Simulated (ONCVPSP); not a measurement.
## lanthanum (La): one change to an ONCV potential, before and after

```
Element                 : lanthanum
Generator               : ONCVPSP 4.0.1
Type                    : optimised norm-conserving Vanderbilt (ONCV)
Functional              : PBEsol
Relativity              : fully relativistic
Frozen core             : [Kr] 4d10
Valence charge          : 11
Reference configuration : 5s2 5p6 5d1 6s2
Partial waves           : 5s+6s: rc 2.80 bohr, ncon 5, nbas 8, qcut 5.4 1/bohr, 2 projectors; 5p: rc 2.45 bohr, ncon 3, nbas 7, qcut 6.4 1/bohr, 1 projector; 5d: rc 4.00 bohr, ncon 3, nbas 8, qcut 4.7 1/bohr, 2 projectors, debl 2.6 Ha; f scattering state at 0.11 Ha: rc 2.45 bohr, ncon 3, nbas 8, qcut 4.4 1/bohr, local
Local potential         : the f channel
Core correction         : Teter function, fcfact 4.25, rcfact 1.55
```

Open shells are filled in proportion to 2j + 1.

In the f channel the program set the typed energies aside and used -0.157 Ha (j = l + 1/2; the other j can differ).

All-electron outer shells of the reference configuration (PBEsol, scalar-relativistic, ld1.x):

```csv
shell,level (eV),outermost node (bohr),outermost maximum (bohr)
5s,-38.95,0.77,1.41
5p,-22.40,0.83,1.58
6s,-3.70,1.86,3.79
5d,-3.10,0.95,2.21
```

Change: s: nproj 3.

Cutoffs: the cutoffs (Ha) at which the residual kinetic energy of the hardest occupied pseudo-wave falls to 1 and 0.1 mHa per electron; they do not see the model core or the augmentation charge, which bear on the density cutoff. Errors are all-electron minus pseudo energies relative to the spin-unpolarised reference configuration.

Problem. What does the change do?

Solution. The potential gets neither clearly harder nor softer (11 Ha and 14 Ha → 11 Ha and 14 Ha); both files keep a bound ghost (p, s); the errors of the 4 common tests hardly move; the range in which the s phases agree widens (upper end 1.1 → at the end of the scan).

| quantity | base | changed |
| --- | --- | --- |
| cutoff, loose | 11 Ha | 11 Ha |
| cutoff, tight | 14 Ha | 14 Ha |
| bound ghosts | s, p3/2, p1/2 | s, p3/2, p1/2 |
| GHOST(+) flags under 300 eV | d3/2 at 77.4 eV, d5/2 at 77.5 eV | d3/2 at 77.4 eV, d5/2 at 77.5 eV |
| error for 5s2 5p6 5d1 6s1, meV [ΔE 6.00 eV] | -0.2 | -0.3 |
| error for 5s2 5p6 5d1 6s0, meV [ΔE 16.85 eV] | -5.4 | -4.7 |
| error for 5s2 5p6 5d0 6s0, meV [ΔE 35.74 eV] | -61 | -61 |
| error for 5s2 5p6 5d1.5 6s1.5, meV [ΔE 0.36 eV] | -1.8 | -1.7 |
| s: phases at 2.84 bohr within 0.05 rad from the reference energy up to (Ha; the scan ends near 5) | 1.1 | to the end of the scan |
| p3/2: phases at 2.49 bohr within 0.05 rad from the reference energy up to (Ha; the scan ends near 5) | -0.4 | -0.4 |
| p1/2: phases at 2.49 bohr within 0.05 rad from the reference energy up to (Ha; the scan ends near 5) | -0.6 | -0.6 |
| d5/2: phases at 4.07 bohr within 0.05 rad from the reference energy up to (Ha; the scan ends near 5) | 0.3 | 0.3 |
| d3/2: phases at 4.07 bohr within 0.05 rad from the reference energy up to (Ha; the scan ends near 5) | 0.3 | 0.3 |
| f7/2: phases at 2.49 bohr within 0.05 rad from the reference energy up to (Ha; the scan ends near 5) | -0.1 | -0.1 |
| f5/2: phases at 2.49 bohr within 0.05 rad from the reference energy up to (Ha; the scan ends near 5) | -0.1 | -0.1 |
| rms error of d²Exc/dni dnj with the model core, mHa | 1.80 | 1.80 |

Base: The cutoffs count occupied waves only; projector 1 of the f channel, the hardest unoccupied one, needs 66 Ha at the loose tolerance. Changed file: The cutoffs count occupied waves only; projector 1 of the f channel, the hardest unoccupied one, needs 66 Ha at the loose tolerance. A true bound ghost makes a file unfit for plane-wave use even where its test errors are small: the radial tests pick states by their node count and pass the ghost by.
